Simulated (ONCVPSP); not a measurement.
## Which setting gave this result? (Be, ONCV)

Base potential:

beryllium (Be), optimised norm-conserving Vanderbilt (ONCV), made with ONCVPSP 4.0.1 (BLYP, scalar-relativistic). Core none, reference 1s2 2s1.5 2p0.5. Waves: 1s+2s: rc 0.85 bohr, ncon 4, nbas 7, qcut 18.3 1/bohr, 2 projectors; 2p: rc 4.00 bohr, ncon 4, nbas 8, qcut 2.8 1/bohr, 3 projectors, debl 1.3 Ha. Local part: polynomial inside 0.80 bohr (lpopt 5, dvloc0 0 Ha). Core correction: none.

Cutoffs, loose and tight: the cutoffs (Ha) at which the residual kinetic energy of the hardest occupied pseudo-wave falls to 1 and 0.1 mHa per electron. They do not see the model core or the augmentation charge, which bear on the density cutoff. Test errors are all-electron minus pseudo excitation energies from the reference, over the configurations 1s2 2s2 2p0; 1s2 2s1 2p0; 1s2 2s0 2p0; 1s2 2s0 2p2; variants that change the core or the reference have their own tests.

Only the s radius is moved (1 further runs of the sweep failed or gave no value and are left out):

| s radius (bohr) | cutoff, loose | cutoff, tight | bound ghosts | largest test error (meV) |
| --- | --- | --- | --- | --- |
| 0.58 | 136 Ha | 160 Ha | none | +160 |
| 0.68 | 118 Ha | 139 Ha | none | +160 |
| 0.76 | 107 Ha | 127 Ha | none | +160 |
| 0.94 | 88 Ha | 106 Ha | none | +161 |
| 1 | 79 Ha | 94 Ha | none | +161 |
| 1.06 | 72 Ha | 86 Ha | none | +160 |
| 1.18 | 62 Ha | 74 Ha | none | +159 |

One more run gave cutoff, loose: 100 Ha; cutoff, tight: 120 Ha; bound ghosts: none; largest test error (meV): +160. Which value of the s radius was used?

0.82 bohr. The loose cutoff moves one way along this sweep, from 136 Ha at 0.58 to 62 Ha at 1.18 bohr, which places the run between 0.76 and 0.94 bohr.
